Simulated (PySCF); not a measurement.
# How methods differ on the ionisation energy of Rb

Rb [Kr] 5s1 (2S) → Rb⁺ [Kr] (1S), as a difference of total energies. All numbers are calculated (PySCF 2.14, the non-relativistic Hamiltonian (point nucleus), in dyall-av2z (22s16p9d, 115 functions)). The calculations carry no spin-orbit coupling.

| method | ionisation energy (eV) | difference from reference (eV) |
| --- | --- | --- |
| UHF | 3.745 | -0.432 |
| LDA | 4.329 | +0.152 |
| PBE | 4.215 | +0.038 |
| PBE0 | 4.135 | -0.042 |
| r2SCAN | 4.008 | -0.169 |
| PBEsol | 4.155 | -0.022 |
| LC-wPBE | 3.963 | -0.214 |

Reference: 4.177 eV (measured; NIST Atomic Spectra Database, ionization energies).

These non-relativistic numbers lack the scalar-relativistic shift.
